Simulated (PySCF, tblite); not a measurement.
Calculations on `CC([Si@](Br)(CF)F)=C`, in the order of a workflow; each names the level of the geometry that it ran on. Settings lines and outputs come from a driver script.

C₄H₇BrF₂Si.
Numbering: `[CH2:1]=[C:2]([CH3:3])[Si@:4]([F:5])([Br:6])[CH2:7][F:8]` (hydrogens: H9, H10 on C1; H11, H12, H13 on C3; H14, H15 on C7)

Step 1: GFN2-xTB geometry optimisation, gas phase (tblite 0.8.0) (from a force-field or distance-geometry start)
```json
{"job": {"kind": "relax", "xc": "GFN2-xTB", "basis": "xTB"}, "charge": 0, "multiplicity": 1}
```
```
step      E/eV     max force
  0    -747.21302    1.822
  1    -747.38587    0.928
  2    -747.44444    0.596
...
119    -747.53944    0.019
120    -747.53947    0.024
121    -747.53949    0.018
122    -747.53952    0.012
123    -747.53954    0.007
```

Energy lowered by 7.5 kcal/mol over 123 steps; largest atomic force 0.007 eV/Å at the end. «max force» is the largest atomic force in eV/Å.

On one thread, Arm Neoverse N1 (aarch64), on a shared host, this took 1.7 s of wall time.

Step 2: GFN2-xTB harmonic vibrations, gas phase (tblite 0.8.0) (on the GFN2-xTB geometry)
```json
{"job": {"kind": "ir", "xc": "GFN2-xTB", "basis": "xTB"}, "charge": 0, "multiplicity": 1}
```
```
(table of modes left out)
```

39 modes from 25 to 3123 cm⁻¹ (unscaled, harmonic); zero-point energy 64.4 kcal/mol; all wavenumbers are real at this level.

On one thread, Arm Neoverse N1 (aarch64), shared host with 64 logical CPUs at a one-minute load of 59, this took 1.0 s.

Step 3: TDDFT CAM-B3LYP/def2-SVPD, vertical, gas phase, core orbitals frozen in the response (PySCF 2.14.0, density-fitted response routines) (on the GFN2-xTB geometry)
```json
{"job": {"kind": "uv", "xc": "CAM-B3LYP", "basis": "def2-SVPD", "nstates": 8, "ntriplets": 3}, "charge": 0, "multiplicity": 1}
```
```
...
Static polarisability (au): isotropic 93.598, principal 84.696 87.682 108.416
Singlet excitations
state   eV       nm        f      main configurations
  1   6.5600    189.0   0.00535   H-1->L 0.78
  2   6.8533    180.9   0.39111   H->L 0.93
  3   7.2889    170.1   0.02379   H-2->L 0.73
  4   7.4565    166.3   0.02080   H-3->L 0.26, H-4->L 0.17, H-1->L+2 0.09
  5   7.5399    164.4   0.02286   H->L+3 0.71, H->L+2 0.12
  6   7.6389    162.3   0.01279   H-1->L+2 0.41, H-1->L+3 0.23
  7   7.7152    160.7   0.02038   H->L+1 0.49, H->L+2 0.20
  8   7.8856    157.2   0.01748   H-1->L+1 0.26, H-1->L+3 0.15, H-4->L 0.14
Triplet excitations (Tamm-Dancoff, eV): 4.1928 6.1217 6.8394
```

HOMO -9.41 eV, LUMO 0.18 eV; lowest singlet 6.56 eV; lowest triplet 4.19 eV (Tamm–Dancoff); mean polarisability 93.6 au.

The run took 2.5 min on Arm Neoverse N1, one thread, on a shared host, and the process peaked at 1.3 GiB of memory.

Geometry of the electronic-property runs (GFN2-xTB):
```
atom  x, y, z in Å
C1    -1.413   -1.553   -0.523
C2    -0.864   -0.418   -0.107
C3    -1.529    0.912   -0.299
Si4    0.804   -0.414    0.752
F5     1.402   -1.907    0.832
Br6    0.658    0.225    2.865
C7     2.138    0.687   -0.065
F8     1.834    0.926   -1.388
H9    -0.933   -2.508   -0.389
H10   -2.370   -1.566   -1.020
H11   -1.659    1.418    0.658
H12   -0.914    1.549   -0.934
H13   -2.503    0.791   -0.767
H14    2.228    1.665    0.414
H15    3.119    0.203   -0.050
```

 (This holds for the electronic-property runs.)

One conformer stands for the species.
